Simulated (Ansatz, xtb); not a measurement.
# Two isomers of CH10NSi2+

Structure a is `C[SiH2][NH2+][SiH3]`, a singlet and structure b is `C[Si@H]([NH3+])[SiH3]`, a singlet. Both are isolated ions in the gas phase, relaxed with PBE0-D3(BJ)/def2-SVP; each stands in its lowest conformer found.

Quicker runs give these differences E(b) − E(a): GFN2-xTB +114.7 kJ/mol; HF/STO-3G +75.9 kJ/mol (at GFN2-xTB geometries); r2SCAN-D4/def2-SVP +26.9 kJ/mol (at GFN2-xTB geometries).

Task: Estimate E(b) − E(a) at the level CCSD(T)/def2-SVP + ΔMP2/def2-TZVPP.

Result: Calculated at CCSD(T)/def2-SVP + ΔMP2/def2-TZVPP: E(b) − E(a) = +36.9 kJ/mol, so structure a lies lower.

The same difference at several levels:

| level | geometry | E(b) − E(a) (kJ/mol) | departure from the last row (kJ/mol) | job, with rough time for the two |
| --- | --- | --- | --- | --- |
| GFN2-xTB | GFN2-xTB | +114.7 | +77.9 | optimisation, 0.17 s |
| HF/STO-3G | GFN2-xTB | +75.9 | +39.0 | single point, 0.32 s |
| r2SCAN-D4/def2-SVP | GFN2-xTB | +26.9 | −9.9 | single point, 2.7 s |
| PBE0-D3(BJ)/def2-SVP | PBE0-D3(BJ)/def2-SVP | +16.1 | −20.8 | optimisation, 30 s |
| HF/def2-SVP | PBE0-D3(BJ)/def2-SVP | +44.3 | +7.5 | part of the CCSD(T) run |
| MP2/def2-SVP | PBE0-D3(BJ)/def2-SVP | +38.5 | +1.6 | part of the CCSD(T) run |
| CCSD(T)/def2-SVP | PBE0-D3(BJ)/def2-SVP | +33.5 | −3.4 | single point |
| CCSD(T)/def2-SVP + ΔMP2/def2-TZVPP | PBE0-D3(BJ)/def2-SVP | +36.9 |  | single point, 22 s |

As drawn, b has 1 Si–Si, 1 N–H in place of 1 N–Si, 1 Si–H.

None of the levels shown reverses the order. The largest departure from CCSD(T)/def2-SVP + ΔMP2/def2-TZVPP is that of GFN2-xTB, 77.9 kJ/mol. A small imaginary or near-zero mode remains, so no thermal terms are given. The last row adds to CCSD(T) the change of the MP2 difference between the two basis sets, here +3.4 kJ/mol.

The correlated steps freeze 12 core orbitals. Codes used: Ansatz 0.2.0, xtb 6.7.1; the last row on 2 threads of Intel(R) Xeon(R) Platinum 8488C (Sapphire Rapids) on a shared host.
